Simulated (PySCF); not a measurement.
Compound: C₈H₁₂OSi.
SMILES with atom numbers: `[CH3:1][O:2][SiH2:3][c:4]1[cH:5][cH:6][c:7]([CH3:8])[cH:9][cH:10]1`

Geometry (GFN2-xTB, Å), atoms numbered from 1 in this order:
```
atom  x, y, z in Å
C1     4.1720    0.8734    0.4335
O2     2.8183    0.5996    0.2601
Si3    2.1204   -0.8525    0.0678
C4     0.2955   -0.4393   -0.0568
C5    -0.6223   -1.4698   -0.2318
C6    -1.9771   -1.2180   -0.3157
C7    -2.4635    0.0821   -0.2271
C8    -3.9368    0.3473   -0.2988
C9    -1.5532    1.1158   -0.0564
C10   -0.1970    0.8581    0.0270
H11    4.5213    0.4949    1.3972
H12    4.3080    1.9553    0.4033
H13    4.7711    0.4138   -0.3561
H14    2.4024   -1.7357    1.2103
H15    2.6225   -1.5180   -1.1434
H16   -0.2625   -2.4863   -0.3028
H17   -2.6714   -2.0363   -0.4502
H18   -4.1354    1.4077   -0.4330
H19   -4.3869   -0.2029   -1.1233
H20   -4.4215    0.0216    0.6221
H21   -1.9115    2.1341    0.0128
H22    0.4972    1.6744    0.1595
```

Probes without a nucleus sit at each ring's centroid and 1 Å off its mean plane on both sides; NICS is minus the shielding there, NICSzz its component along the normal. Level: GIAO PBE0/pcSseg-1 (PySCF, non-relativistic, gas phase) on the GFN2-xTB geometry, one conformer.

Ring bond lengths (Å), with Mayer bond orders in brackets: C4–C5 1.391 (1.40), C5–C6 1.380 (1.46), C6–C7 1.391 (1.39), C7–C9 1.388 (1.41), C9–C10 1.383 (1.43), C10–C4 1.390 (1.43).

Q: What do the NICS probes read (ppm)?

A: 
```json
{"ring": "C4–C5–C6–C7–C9–C10", "type": "6-membered carbocycle; formal bonds all aromatic", "NICS(0)": "-7.9", "NICS(1), two faces": "-11.2 / -11.2", "NICS(1)zz, two faces": "-27.9 / -28.0", "rms pucker (Å)": "0.00", "centre to ring atoms, mean (Å)": "1.39"}
```

Q: What can be read from them?

A: 
- C4–C5–C6–C7–C9–C10: mean NICS(1)zz -27.9 ppm, shielded, aromatic by this magnetic criterion (flat ring, no four-coordinate atom).

Q: What does the geometric index give? HOMA = 1 − mean of α(R − Ropt)² over the ring bonds, with Krygowski's 1993 parameters (CC: Ropt 1.388 Å, α 257.7 Å⁻²).

A: 
- C4–C5–C6–C7–C9–C10: HOMA 1.00 = 1 − EN − GEO, with mean bond length 1.387 Å, EN = α(Ropt − mean)² = 0.000 and GEO = α × variance = 0.004. The geometric and the magnetic index point the same way.

Q: At the second NICS(1) probe listed for ring C4–C5–C6–C7–C9–C10, 1 Å off the ring, what do the in-plane components average?

A: The isotropic value is a third of the trace: (3 × -11.2 − (-28.0))/2 = -2.8 ppm.

Q: Give the inner angles of the rings and the Hirshfeld charges of the ring atoms.

A: 
- C4–C5–C6–C7–C9–C10: C4 117.7° (-0.104 e), C5 121.3° (-0.050 e), C6 120.7° (-0.056 e), C7 118.3° (+0.014 e), C9 120.8° (-0.055 e), C10 121.2° (-0.045 e); sum 720.0° against 720° for a flat convex ring.
